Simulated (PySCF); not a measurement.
**[MnCl6]3-: what the settings change**

[MnCl6]3- holds Mn(III), d4, at total charge -3. The structure is a PBE0-D3(BJ)/def2-SVP, IEF-PCM water geometry optimised for multiplicity 5; coordination octahedral, point group D4h, metal–donor distances 2.35–2.63 Å.

```
7

Mn    0.0000    0.0000    0.0000
Cl    0.0000    0.0000    2.6332
Cl    0.0000    0.0000   -2.6332
Cl    2.3540    0.0000    0.0000
Cl   -2.3540    0.0000    0.0000
Cl    0.0000    2.3540    0.0000
Cl    0.0000   -2.3540    0.0000
```

Method (PySCF 2.14, density fitting): CASSCF(4,5) with orbitals averaged over all microstates of the shell, strongly contracted NEVPT2 on the averaged canonical orbitals; basis x2c-TZVPall on the metal, x2c-SVPall elsewhere; spin-free X2C; IEF-PCM water; spin-orbit coupling by state interaction with the mean-field operator over all roots.

Base run: NEVPT2 ground state 5B1g (from 5Eg), next 5A1g (from 5Eg) at 8173, then 3Eg (from 3T1g) at 14362 cm⁻¹, 10Dq(CASSCF) 8751, B(CASSCF) 1064, ζ 322 cm⁻¹, D -3.16 cm⁻¹, g 1.971 1.995 1.995, μeff(300 K) 4.88 μB.

(1) What happens with the basis x2c-TZVPall on all atoms?

(2) What happens with orbitals averaged over the highest spin alone?

Charge-transfer states lie outside this active space and may come lower than some of these levels. NEVPT2 lifts 5B2g (from 5T2g) from 12655 to 17104 cm⁻¹; on the d shell alone it tends to overshoot states that fill the eg-type orbitals. NEVPT2 on the d shell alone tends to put d–d bands too high for such charged or covalently bound ions.

Results:

(1) NEVPT2 ground state 5B1g (from 5Eg), next 5A1g (from 5Eg) at 8485, then 3Eg (from 3T1g) at 14468 cm⁻¹, 10Dq(CASSCF) 8796, B(CASSCF) 1062, ζ 322 cm⁻¹, D -3.15 cm⁻¹, g 1.971 1.995 1.995, μeff(300 K) 4.88 μB. It took 46 s against 18 s on a shared host of the same kind.

(2) NEVPT2 ground state 5B1g (from 5Eg), next 5A1g (from 5Eg) at 7819, then 3Eg (from 3T1g) at 15568 cm⁻¹, 10Dq(CASSCF) 8693, B(CASSCF) 1114, ζ 338 cm⁻¹, D -3.44 cm⁻¹, g 1.965 1.993 1.993, μeff(300 K) 4.87 μB.
